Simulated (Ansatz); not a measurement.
Ansatz (a quantum-chemistry and plane-wave program) input for C2H7BFN, SMILES CCB(N)F, PBE/def2-SVPD. Geometry: ωB97X-D3(BJ)/def2-SVP. One conformer was computed; it need not be the lowest.

Ansatz 0.2 input:
```yaml
crystal:
  periodic: [false, false, false]
  atoms:
    - {symbol: B, position_ang: [-0.12406239, 0.38713845, 0.41970163]}
    - {symbol: F, position_ang: [-1.30663107, -0.16490690, 0.78143765]}
    - {symbol: C, position_ang: [0.42147956, 0.11098946, -1.03859351]}
    - {symbol: C, position_ang: [0.37315357, -1.37366577, -1.42623054]}
    - {symbol: H, position_ang: [1.44340835, 0.51026971, -1.15841094]}
    - {symbol: H, position_ang: [-0.21260570, 0.69040500, -1.73616672]}
    - {symbol: H, position_ang: [-0.64732099, -1.77479928, -1.32297132]}
    - {symbol: H, position_ang: [1.02912429, -1.97879921, -0.77844864]}
    - {symbol: H, position_ang: [0.69512255, -1.53828650, -2.46713243]}
    - {symbol: N, position_ang: [0.53325881, 1.17768553, 1.37485407]}
    - {symbol: H, position_ang: [0.14802283, 1.34881264, 2.29573217]}
    - {symbol: H, position_ang: [1.42362977, 1.62312645, 1.20091651]}
basis:
  gaussian:
    orbitals: def2-SVPD
hamiltonian:
  xc: {name: PBE}
```

Output:

```
WARN ansatz: RAYON_NUM_THREADS=1 ignored (pool sized by the plan → 1); use --threads N
Functional definition: PBE
integrals: 0.08 GiB planned
1305 factors; their error is unknown
mean field: 0.61 GiB planned
mean field evaluation 1: about -7046.8839 eV, gradient 8.1e1 eV
mean field evaluation 2: about -7020.0916 eV, gradient 1.3e2 eV
mean field evaluation 4: about -7061.1305 eV, gradient 1.1e1 eV
mean field evaluation 8: about -7061.3639 eV, gradient 2.2e-1 eV
mean field evaluation 16: about -7061.3032 eV, gradient 2.3e-4 eV
mean field -7061.30315313 eV, -259.4981045543 hartree, gradient 8.6e-5 eV, S^2 0.000000; 0 other end points of the search recorded, 0 dependent functions left out
reference -7061.30320044 eV, -259.4981062931 hartree; 20, 20 occupied and 139, 139 virtual orbitals, 1305 factors
Total energy: -7061.30320044 eV, -259.4981062931 hartree
```

The calculation finished and met its thresholds.

Cost: very roughly 2.6 core-seconds.
